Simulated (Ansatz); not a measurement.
A family of molecules: the atomisation energy (no zero-point term)

Gas-phase molecules, one atom swapped for its congeners: SiH(CH3)3 (trimethylsilane); SiH(CH3)2(SiH3); SiH(CH3)2(GeH3). All are singlets with charge 0.

Shapes, held fixed at every level: PBE0-D4/def2-TZVP. Programs: Ansatz 0.2.0. Values in eV.

Q: How should the atomisation energy change along the series?

A: At CCSD(T)/def2-TZVPP the atomisation energy falls at every step, from 52.59 to 47.71 eV. Every level shows the same order. Relativity is left out for Ge. Outer-core shells of Ge are correlated, in sets that cover them unevenly. Spin-orbit coupling, which grows down the group, is left out (summed over each molecule's free atoms 0.03, 0.04, 0.15 eV). Coupled cluster in double- or triple-zeta sets underbinds by a few per cent against its basis-set limit.

```csv
level,SiH(CH3)3,SiH(CH3)2(SiH3),SiH(CH3)2(GeH3)
HF/def2-TZVPP,41.38,38.20,37.03
PBE0-D4/def2-TZVPP,53.71,49.43,48.40
wB97M-V/def2-TZVPP,53.82,49.65,48.53
wB97X-V/def2-TZVPP,53.80,49.84,48.79
MP2/def2-TZVPP,52.70,48.37,47.49
CCSD(T)/def2-TZVPP,52.59,48.54,47.71
```
